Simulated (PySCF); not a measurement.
# Heteronuclear NMR

Atoms are numbered as in `[Cl:1][CH2:2][CH2:3][O:4][SiH:5]1[CH2:6][CH2:7][CH2:8]1`. Hydrogens are named by the atom that carries them. Ha(C6), Ha(C7), Ha(C8) are cis to O4 on the ring; Hb(C6), Hb(C7), Hb(C8) are trans to O4 on the ring.

[PySCF 2.14: geometry from GFN2-xTB; shieldings: GIAO PBE0/pcSseg-1; in vacuum; a single conformation; relativity neglected; fast rotation and ring inversion assumed for equivalent nuclei]

**Question.** What are the $^{29}$Si shifts?

**Answer.** 
| atoms | environment | σ (ppm) | δ (ppm) |
| --- | --- | --- | --- |
| Si5 | silicon bonded to 2 C, O, H, in a 4-membered ring | 351.9 | -9.3 |

Shieldings were converted by a linear fit to measured shifts: $^{29}$Si (scatter 8.9 ppm rms, 25.8 ppm with the 6 outliers that the fit left out vs TMS, solution or neat liquid). A few per cent of atoms miss by over 2 rms, more outside the fitted compound classes.

On a 400 MHz spectrometer $^{29}$Si resonates near 79.5 MHz, so 1 ppm is 79.5 Hz.

**Question.** Where does $^{17}$O resonate?

**Answer.** 
```tsv
atoms	environment	σ (ppm)	δ (ppm)
O4	oxygen bonded to C, Si	282.6	9.3
```

Shieldings were converted by a linear fit to measured shifts: $^{17}$O: δ = 266.70 − 0.911σ (rms 10.7 ppm, 155 shifts, 12.2 ppm with the 3 outliers that the fit left out vs liquid water, solution or neat liquid). A few per cent of atoms miss by over 2 rms, more outside the fitted compound classes.

On a 600 MHz spectrometer $^{17}$O resonates near 81.3 MHz, so 1 ppm is 81.3 Hz.
